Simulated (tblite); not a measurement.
Problem. Write Cartesian coordinates for `CSc1ccc(/C=C/C#N)cc1` as optimised with GFN2-xTB.

Solution. 
```xyz
21
C10H9NS angstrom
C     -4.2302   -0.2456   -0.4405
S     -3.0108    0.4457   -1.5941
C     -1.4630    0.1755   -0.8036
C     -1.3036   -0.4702    0.4170
C     -0.0413   -0.6240    0.9511
C      1.0973   -0.1503    0.2927
C      2.3912   -0.3429    0.9066
C      3.5778    0.0361    0.4024
C      4.7825   -0.1917    1.0826
N      5.7758   -0.3701    1.6310
C      0.9187    0.4940   -0.9386
C     -0.3361    0.6545   -1.4748
H     -4.1557    0.2539    0.5207
H     -4.0859   -1.3175   -0.3433
H     -5.1997   -0.0435   -0.8852
H     -2.1526   -0.8558    0.9581
H      0.0680   -1.1240    1.9032
H      2.3805   -0.8452    1.8669
H      3.6762    0.5379   -0.5501
H      1.7699    0.8762   -1.4804
H     -0.4682    1.1551   -2.4222
```

Any rigid rotation of these coordinates is as good. Atoms count from 1 in this order. The 12 heavy atoms lie in one plane (0.014 Å rms). S2 (sulfide sulfur) is bent (angle 104.3°). The 2 C–S bonds span 1.759 Å (S2–C3, drawn single) to 1.815 Å (C1–S2, drawn single), a spread of 0.056 Å. The 9 C–C bonds span 1.344 Å (C7=C8, drawn double) to 1.445 Å (C6–C7, drawn single), a spread of 0.101 Å.

Bonds between heavy atoms (Å): C1–S2 1.815, S2–C3 1.759, C3–C4 1.390, C4–C5 1.379, C5–C6 1.398, C6–C7 1.445, C7=C8 1.344, C8–C9 1.402, C9≡N10 1.149, C6–C11 1.401, C11–C12 1.374, C3–C12 1.396.

Computed geometry: GFN2-xTB, gas phase.

Point group: near Cs, missed by 0.14 Å at most; the miss may be what the optimiser left on a soft mode. Its GFN2-xTB frequencies are all real (lowest 32 cm⁻¹). One conformer, not necessarily the lowest (C1–S2–C3–C4 2°, C5–C6–C7–C8 179°).

On Arm Neoverse V2, one thread, shared host with 192 logical CPUs at a one-minute load of 129, this took 1.2 s. That covers the optimisation of the geometry.
